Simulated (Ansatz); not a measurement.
**Reading a saddle point**

A first-order saddle point of GaAsH6O, singlet, PBE0-D4/def2-TZVP, with one imaginary mode of 1081i cm⁻¹:

Ga1  (-0.315, 1.077, -0.734)
O2  (1.369, 0.141, -0.732)
H3  (-1.245, 0.611, -1.896)
H4  (-0.190, 2.438, 0.004)
H5  (0.577, -0.455, 0.227)
As6  (-0.883, -0.616, 1.242)
H7  (1.487, -0.463, -1.472)
H8  (0.046, -0.640, 2.432)
H9  (-0.846, -2.093, 0.929)
(Å)

Program: Ansatz 0.2.0. Basis: def2-TZVPP and def2-QZVPP. Cores are frozen in the correlated methods. Filled d shells of the heavier atoms are correlated. The def2 sets are not built for correlating such inner shells, so the correlated values are less sure here. Extrapolation: Hartree–Fock as exp(−7.88 √X), correlation as X^−2.97.

(1) Which contacts change along the imaginary mode, and what lies on either side? (Judge from chemistry; the calculation decides.)

(2) Which side is lower, and how far does the saddle lie above each? (To be estimated.)

No T1 diagnostic of these runs exceeds 0.013.

Results:

(1) By the calculation: The step is GaH₃O ([OH][GaH2]) + AsH₃ → GaAsH₄ ([GaH2][AsH2]) + H₂O (still joined by a long Ga–O bond), with the molecules in contact on both sides. Shortening one way: Ga1–As6, O2–H5; lengthening the same way: Ga1–O2, H5–As6.
```csv
pair,one side (Å),saddle (Å),other side (Å)
Ga1–As6,2.73,2.66,2.45
O2–H5,3.70,1.38,0.97
Ga1–O2,1.82,1.93,2.19
H5–As6,1.51,1.79,3.13
```

(2) The calculation gives: The side with Ga1–As6, O2–H5 short is lower by 5.30 kcal/mol; the saddle lies 28.34 kcal/mol above it and 23.04 kcal/mol above the other (CCSD(T) at an estimated basis limit (MP2 extrapolated from triple and quadruple zeta, plus CCSD(T) − MP2 in triple zeta); electronic energies).

Labels in which every atom is bracketed show which atoms are joined, not bond orders.

For scale, one of the runs: CCSD(T)/def2-TZVPP, 211 basis functions, launched by `ansatz run in.yaml --threads 4 --pin off --events-out ev --progress --plain --max-ram 9574MiB`. Time: 2.2 min of wall clock on 4 CPU threads of an Arm Neoverse V1; the host was shared. Peak host memory: 3 GiB.
